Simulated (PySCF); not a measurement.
Several molecules and their computed UV-vis stick spectra, shuffled. Method used: TDDFT wB97X-D/def2-SVPD, vertical, gas phase, core orbitals frozen in the response (PySCF). Geometries: GFN2-xTB; one conformer of each isolated species. Triplets are in the Tamm–Dancoff approximation.

A. `F[Si@H](C[SiH2]C#C)Cl`
B. `[SiH3]n1cpcn1`
C. `c1ccccc1OC=O`
D. `CC=C=C=C1COC1=O`

Lowest singlet levels (six at most, fewer where fewer were computed) with oscillator strengths:

1. 200 nm (f 0.000); 193 nm (f 0.002); 193 nm (f 0.003); 158 nm (f 0.044); 153 nm (f 0.102); 152 nm (f 0.166); T1 5.17 eV
2. 323 nm (f 0.000); 260 nm (f 0.656); 245 nm (f 0.000); 228 nm (f 0.000); 200 nm (f 0.023); 176 nm (f 0.001); T1 2.52 eV
3. 223 nm (f 0.001); 208 nm (f 0.002); 197 nm (f 0.006); 175 nm (f 0.045); 172 nm (f 0.719); 171 nm (f 0.528); T1 4.29 eV
4. 219 nm (f 0.152); 217 nm (f 0.007); 204 nm (f 0.018); 196 nm (f 0.001); 189 nm (f 0.005); 185 nm (f 0.021); T1 3.87 eV

**Question.** Which spectrum belongs to which structure?

**Answer.** 1 = A, 2 = D, 3 = C, 4 = B.
- A: S1 at 6.19 eV, HOMO-1→LUMO (48%), HOMO→LUMO+1 (24%); Löwdin shares by element: HOMO carbon 72%, silicon 8% or more (atoms not listed hold the other 20%); LUMO carbon 52%, silicon 22% or more (atoms not listed hold the other 27%); HOMO -10.26 and LUMO 1.41 eV.
- B: S1 at 5.66 eV, HOMO→LUMO (86%); Löwdin shares by element: HOMO phosphorus 39%, carbon 34%, nitrogen 12% or more; LUMO carbon 36%, phosphorus 31%, nitrogen 17% or more (atoms not listed hold the other 16%); HOMO -8.79 and LUMO 1.01 eV; point group Cs.
- C: S1 at 5.57 eV, HOMO→LUMO (57%), HOMO-1→LUMO+1 (42%); Löwdin shares by element: HOMO carbon 67% or more (atoms not listed hold the other 33%); LUMO carbon 73% or more (atoms not listed hold the other 27%); HOMO -9.32 and LUMO 1.17 eV.
- D: S1 at 3.84 eV, HOMO-1→LUMO (91%); Löwdin shares by element: HOMO carbon 74% or more (atoms not listed hold the other 26%); LUMO carbon 68% or more (atoms not listed hold the other 32%); HOMO -9.03 and LUMO -0.90 eV; point group Cs, 3 of its 6 listed states under f = 0.0005.
B and C have S1 within 0.10 eV of each other; their strongest listed levels stand at 5.66 eV (f 0.152) and 7.21 eV (f 0.719).
